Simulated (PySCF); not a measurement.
# Spin-rotation constants: `CC1=C(F)[P@@]1(C)=O`, C4H6FOP

Molfile (atoms numbered from 1):
```
C4H6FOP
     RDKit          3D

 13 13  0  0  0  0  0  0  0  0999 V2000
   -2.1784   -0.1606   -0.2645 C   0  0  0  0  0  0  0  0  0  0  0  0
   -0.7927    0.3354   -0.1911 C   0  0  0  0  0  0  0  0  0  0  0  0
    0.0660    1.1390   -0.8369 C   0  0  0  0  0  0  0  0  0  0  0  0
    0.0264    1.9039   -1.9259 F   0  0  0  0  0  0  0  0  0  0  0  0
    0.7976    0.5089    0.6816 P   0  0  2  0  0  5  0  0  0  0  0  0
    1.9825   -0.8467    0.3902 C   0  0  0  0  0  0  0  0  0  0  0  0
    1.0210    1.2905    1.8982 O   0  0  0  0  0  0  0  0  0  0  0  0
   -2.6709   -0.0364    0.6989 H   0  0  0  0  0  0  0  0  0  0  0  0
   -2.7331    0.3839   -1.0272 H   0  0  0  0  0  0  0  0  0  0  0  0
   -2.1861   -1.2233   -0.5086 H   0  0  0  0  0  0  0  0  0  0  0  0
    1.9463   -1.5056    1.2562 H   0  0  0  0  0  0  0  0  0  0  0  0
    1.7415   -1.3848   -0.5188 H   0  0  0  0  0  0  0  0  0  0  0  0
    2.9756   -0.4035    0.3302 H   0  0  0  0  0  0  0  0  0  0  0  0
  1  2  1  0
  2  3  2  0
  3  4  1  0
  3  5  1  0
  5  6  1  6
  5  7  2  0
  5  2  1  0
  1  8  1  0
  1  9  1  0
  1 10  1  0
  6 11  1  0
  6 12  1  0
  6 13  1  0
M  END
```

Method used: GIAO PBE/pcSseg-1 magnetisability, rotational g tensor and spin-rotation constants, non-relativistic, gas phase (PySCF 2.14.0). Geometry: GFN2-xTB.

(1) Give the nuclear spin-rotation constants along the inertial axes (H = +C I·J) beside the isotropic shieldings.

(2) How do the rotational constants and the g tensor change when H8, H9, H10, H11, H12, H13 are replaced by deuterium?

Results:

(1) Rotational constants 2.7791, 1.6463, 1.4104 GHz. A star marks the isotopologue with that one atom substituted, in its own axes.
```tsv
atom	isotope	Caa (kHz)	Cbb (kHz)	Ccc (kHz)	mean (kHz)	σ (ppm)
F4	19F	4.971	3.624	0.156	2.917	232.4
P5	31P	4.777	2.956	1.257	2.997	364.5
H8	1H	-0.290	-0.061	-0.069	-0.140	29.5
H9	1H	0.070	-0.163	-0.152	-0.082	29.1
H10	1H	-0.311	-0.126	-0.013	-0.150	29.8
H11	1H	-0.140	-0.053	-0.158	-0.117	29.5
H12	1H	-0.193	-0.210	-0.029	-0.144	30.8
H13	1H	-0.188	-0.019	-0.156	-0.121	29.2
C1	13C*	0.393	0.243	0.170	0.269	171.1
C2	13C*	1.310	0.638	0.247	0.732	35.6
C3	13C*	1.481	0.665	0.392	0.846	-4.7
C6	13C*	0.414	0.321	0.165	0.300	159.9
O7	17O*	-0.779	-0.302	-0.160	-0.414	161.7
```
For the geometry as given, no vibrational averaging.

(2) Constants 2.4410, 1.4641, 1.2616 GHz; g -0.0303, -0.0206, -0.0083, against -0.0331, -0.0230, -0.0096 before.
